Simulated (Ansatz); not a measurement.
Basis sets compared for the cluster Ag₁₂Bi. Total charge 0; doublet. Geometry PBE-D4/def2-SVP. Ansatz on 2 threads of AMD EPYC 7R13 on a shared host and a share (18 GiB) of an NVIDIA H100 80GB HBM3; times are rough, and most runs start from earlier orbitals.

```xyz
13

Bi   -0.2314    0.9322   -2.2650
Ag    1.3463    2.7927   -0.6908
Ag   -1.4557    2.7981   -0.4053
Ag    2.3888   -2.4177    0.2467
Ag    3.9011    2.1494    0.1912
Ag   -0.0674   -1.4439   -0.6544
Ag    4.3166   -0.5200    0.7778
Ag   -2.2923   -2.4138    0.7276
Ag    0.0570   -3.8694    0.5870
Ag   -2.3078    0.1771   -0.3295
Ag    2.1956    0.1713   -0.7967
Ag   -3.7775    2.1572    0.9798
Ag   -4.0732   -0.5133    1.6317
```

In the def2 sets Ag, Bi take a core potential; there is no spin–orbit coupling. Single mean-field runs in def2-TZVP are fitted with def2-universal-jkfit. Another isomer (doublet) lies 1.06 eV lower at PBE0-D4/def2-TZVP; other spin states weren't run for this one.

Binding counts from free atoms (Bi quartet, Ag doublet) in the same basis, without a counterpoise term.

```
           level  functions  energy (Eh)  HOMO (eV)  LUMO (eV)  binding per atom (eV)  wall time
 PBE-D4/def2-SVP        398   -1978.8276      -4.19      -4.01                   1.78        7 s
PBE0-D4/def2-SVP        398   -1978.5401      -4.48      -3.37                   1.60       10 s
```

(1) Estimate the rows for PBE-D4/def2-TZVP (with forces), PBE0-D4/def2-TZVP.

Results:

(1) 
```json
{"level": "PBE-D4/def2-TZVP (with forces)", "functions": "530", "energy (Eh)": "-1979.3000", "HOMO (eV)": "-4.22", "LUMO (eV)": "-4.04", "binding per atom (eV)": "1.80", "wall time": "8 s"}
{"level": "PBE0-D4/def2-TZVP", "functions": "530", "energy (Eh)": "-1978.9897", "HOMO (eV)": "-4.51", "LUMO (eV)": "-3.39", "binding per atom (eV)": "1.62", "wall time": "9 s"}
```
